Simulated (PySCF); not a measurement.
**Hf⁵⁷⁺: ionisation energy**

Hf⁵⁷⁺ [Ne] 3s2 3p3 (4S) → Hf⁵⁸⁺ [Ne] 3s2 3p2 (3P), as a difference of total energies. Computed with PySCF 2.14 in an even-tempered Gaussian basis (17 s from 15 bohr⁻², ratio 2.5; 12 p from 20 bohr⁻², ratio 2.5; 4 d from 76 bohr⁻², ratio 2.7; 4 f from 110 bohr⁻², ratio 2.7), with the spin-free X2C one-electron Hamiltonian (Gaussian nucleus). Correlated levels: outer shells: 1s2 frozen; virtual orbitals above 40 to 60 times the deepest correlated orbital energy dropped. The calculations carry no spin-orbit coupling.

```csv
method,ionisation energy (eV)
UHF,5831.6
LDA,5831.1
PBE,5832.2
PBE0,5832.4
r2SCAN,5833.6
TPSSh,5832.5
PW91,5832.9
MP2 (outer shells),5832.2
SCS-MP2 (outer shells),5831.9
```

Spin-orbit coupling is strong in these open shells (close to jj coupling). The scalar numbers leave it out and a first-order estimate fails, so it can dominate the gap to the real levels.

The ground level that NIST lists for one species does not belong to the high-spin term computed here, so part of any gap is the choice of state.

Breit and QED terms and the two-electron picture change are absent.

For comparison: 5713 ± 6 eV (theoretical estimate listed by NIST; NIST Atomic Spectra Database, ionization energies).
